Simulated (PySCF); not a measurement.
difluoromethyl(methyl)silane (C₂H₆F₂Si), SMILES C[SiH2]C(F)F.

The structure is a stationary point at B3LYP-D3(BJ)/def2-SVP. Other conformers were not sampled.

The numbers are results of PySCF with B3LYP-D3(BJ)/def2-SVP, not measurements.

Frequencies are harmonic and unscaled.

Computed normal modes with their intensities:
```
mode  ν (cm⁻¹)  IR (km/mol)  moving atoms (share of kinetic energy)
----  --------  -----------  --------------------------------------
1           69          0.8                  F 49 %, C 23 %, H 21 %
2          133          4.4          C 40 %, F 28 %, H 23 %, Si 9 %
3          137          0.2                                  H 93 %
4          226          0.9         F 56 %, H 23 %, C 11 %, Si 10 %
5          362         17.8                 Si 44 %, F 40 %, H 12 %
6          503         11.5                          H 89 %, Si 9 %
7          537          7.0                  F 69 %, C 20 %, H 10 %
8          629         20.2         H 40 %, C 36 %, F 13 %, Si 12 %
9          670         31.3                                  H 85 %
10         690          0.8                 C 46 %, H 38 %, Si 16 %
11         787         26.0                 H 49 %, C 35 %, Si 15 %
12         886         22.7                          H 77 %, C 18 %
13         912        187.0                 H 73 %, Si 16 %, C 10 %
14         955         89.1                                  H 95 %
15        1065        148.8                          C 60 %, F 34 %
16        1114         83.5                  C 53 %, F 35 %, H 11 %
17        1272         15.5                          H 79 %, C 21 %
18        1325         37.8                          H 69 %, C 28 %
19        1363          4.9                           H 89 %, C 9 %
20        1431          3.8                                  H 96 %
21        1439          4.5                                  H 96 %
22        2227         87.5                                  H 98 %
23        2230        130.0                                  H 96 %
24        3033         42.3                                  H 92 %
25        3038          3.3                                  H 97 %
26        3135          1.5                           H 91 %, C 9 %
27        3136          2.1                           H 91 %, C 9 %
```
